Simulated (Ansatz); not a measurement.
Consider the redistribution: `FC(F)(F)C1=CC(C(F)(F)F)=[O+][Al-]([Cl])([Cl])[O]1` + `OB(O)Cl` → `[Cl][Al]([Cl])[Cl]` + `O[B-]1(O)OC(C(F)(F)F)=CC(C(F)(F)F)=[O+]1`.

Gas-phase electronic energies from Ansatz, PBE0-D4/def2-TZVP geometries. CBS: MP2 limit from def2 TZ/QZ plus the TZ coupled-cluster correction, frozen cores. This one scheme is used for every species. DFT in def2-TZVPP. One conformer a species, not always the lowest.

| level | ΔE (kJ/mol) |
| --- | --- |
| BLYP-D4 | 107.6 |
| BHLYP-D4 | 114.7 |
| r2SCAN0 | 103.6 |
| SCS-MP2/def2-TZVPP | 104.7 |

What does CCSD(T)/CBS give? (Estimate.)

The calculation gave: +102.5 kJ/mol. The listed levels differ from it by 5.1, 12.2, 1.1, 2.2 kJ/mol.

Largest T1 diagnostic among the species: 0.015.

From BLYP to BHLYP (50 % exact exchange), in def2-TZVPP and without D4, ΔE moves by +7.7 kJ/mol. In def2-TZVPP, CCSD(T) changes the Hartree–Fock value by −20.5 kJ/mol (the triples alone add −3.4 kJ/mol) and MP2 by −20.0 kJ/mol. At CCSD(T), def2-SVP lies +3.4 kJ/mol from the extrapolated value and def2-TZVPP −2.3 kJ/mol.
